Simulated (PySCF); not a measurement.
Exercise with solution: refractive index and permittivity of the vapour

In(F)2(SiH3) (F₂H₃InSi), SMILES [F][In]([SiH3])[F].

Coordinates come from a r2SCAN-D4/def2-SVP optimisation. The def2 effective core potentials stand for the cores of In; spin–orbit coupling is left out.

HF/def2-TZVP (PySCF) gives a mean static polarisability of 55.1 bohr³ and a dipole moment of 5.16 D. Take an ideal gas at 298.15 K and 1 bar, whether or not the substance is that volatile.

Question: Work out n − 1 in the optical limit and the static ε − 1.

Answer: 
Polarisability volume α' = 55.1 × 0.148185 = 8.16 Å³. Number density N = p/kT = 2.43e-5 Å⁻³.
Dilute limit of Lorentz–Lorenz: n − 1 = 2π N α' = 0.0012.
Orientation term of Debye: μ²/(3kT) = 8.098 Å³ × μ²(D²) = 215.61 Å³.
ε − 1 = 4π N (α' + μ²/3kT) = 0.068. Orientation of the dipole supplies 96 % of the static response; it can't follow optical fields. Vibrational polarisation and dispersion are left out.
